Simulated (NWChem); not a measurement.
# CHClF₂; SMILES C(F)(F)Cl

```xyz
5

F     -0.1453     1.0385     1.0910
C      0.3716     0.4541     0.0000
F     -0.1453     1.0385    -1.0910
Cl    -0.0564    -1.2903     0.0000
H      1.4586     0.5440     0.0000
```
Atoms are numbered in this order, from 1.

Program: NWChem. Geometry optimised at B3LYP/6-31G*; all other runs use it. Pople sets run with spherical d functions.

| quantity | level | value |
|---|---|---|
| vertical, lowest state with f > 0.02, singlet (eV) | B3LYP/def2-SVPD, TDA | ? |
| vertical ionisation energy, ΔSCF (eV) | PBE/def2-SVP | 11.99 |
| cavity-dispersion-structure term (kcal/mol) in n-hexane | B3LYP/6-31G*, SMD | -0.5 |
| isotropic polarisability (bohr³), static | B3LYP/def2-SVPD | 31.5 |
| dipole (D) | B3LYP/6-31G* | ? |
| highest harmonic frequency (cm⁻¹) | B3LYP/6-31G* | ? |

**Question.** What belongs in the gaps?

**Answer.** 
- vertical, lowest state with f > 0.02, singlet (eV), value: 8.90
- dipole (D), value: 1.48
- highest harmonic frequency (cm⁻¹), value: 3158
